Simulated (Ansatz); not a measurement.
## A basis-limit estimate, worked out

An elementary step of BH5SO3, closed shell (BH₃SO₂ ([OH][B]([OH])[SH]) + H₂O → BH₃O₃ ([OH][B]([OH])[OH]) + H₂S; bonds formed: B1–O6, S2–H5; bonds broken: B1–S2, H5–O6). “Start” is the structure reached by relaxing down from the saddle towards the reactants; PBE0-D4/def2-TZVP structures. The saddle:

```xyz
10
angstrom
B 0.1111 -0.4537 -0.0601
S 0.7818 1.7039 -0.2087
O 0.4724 -1.0235 1.1364
O 0.4501 -1.0698 -1.2437
H -0.8059 1.1261 -0.3091
O -1.3240 0.0894 -0.1666
H 0.6631 2.0338 1.0877
H 0.1324 -0.5746 1.9110
H 1.2471 -1.5973 -1.1639
H -1.7282 -0.2341 -0.9832
```

Computed with Ansatz 0.2.0 (basis: def2-TZVPP and def2-QZVPP); correlated methods freeze the cores.

Energies in eV:

| quantity | saddle | start |
| --- | --- | --- |
| Hartree–Fock, triple zeta (X = 3) | -17685.59869 | -17687.11139 |
| Hartree–Fock, quadruple zeta (X = 4) | -17686.22211 | -17687.75160 |
| MP2 correlation, X = 3 | -28.26542 | -27.67739 |
| MP2 correlation, X = 4 | -30.53250 | -29.94558 |
| CCSD(T) correlation, X = 3 | -30.07166 | -29.54742 |

Task: Work out the barrier at the basis limit: extrapolate Hartree–Fock as E(X) = E∞ + A exp(−7.88 √X) and the MP2 correlation as E(X) = E∞ + B X^−2.97 (the exponents that Neese and Valeev fitted for def2-TZVPP and QZVPP), then add CCSD(T) − MP2 in triple zeta.

Result: Each step is linear, so take the differences first (saddle − start): Hartree–Fock 1.51270 (X = 3) and 1.52949 (X = 4); MP2 correlation -0.58803 and -0.58692; CCSD(T) correlation -0.52424.
Two points give E∞ = E(4) + w [E(4) − E(3)], with w = 1/(exp(7.88 (2 − √3)) − 1) = 0.1377 for Hartree–Fock and w = 1/((4/3)^2.97 − 1) = 0.7407 for the correlation.
Hartree–Fock: 1.52949 + 0.1377 × 0.01679 = 1.5318 eV.
MP2 correlation: -0.58692 + 0.7407 × 0.00111 = -0.5861 eV.
CCSD(T) − MP2: -0.52424 − (-0.58803) = 0.0638 eV.
Sum: 1.5318 + (-0.5861) + 0.0638 = 1.0095 eV, or 23.28 kcal/mol. Plain CCSD(T) in triple zeta gives 0.9885 eV, so the larger basis shifts the result by 0.0210 eV.

The T1 diagnostic stays at or below 0.013.

Labels in which every atom is bracketed show which atoms are joined, not bond orders.

For scale, one of the runs: CCSD(T)/def2-TZVPP, 236 basis functions, launched by `ansatz run in.yaml --threads 4 --pin off --events-out ev --progress --plain --max-ram 9574MiB`. Time: 96 s of wall clock on 4 CPU threads of an Arm Neoverse V2; the host was shared. Peak host memory: 4.5 GiB.
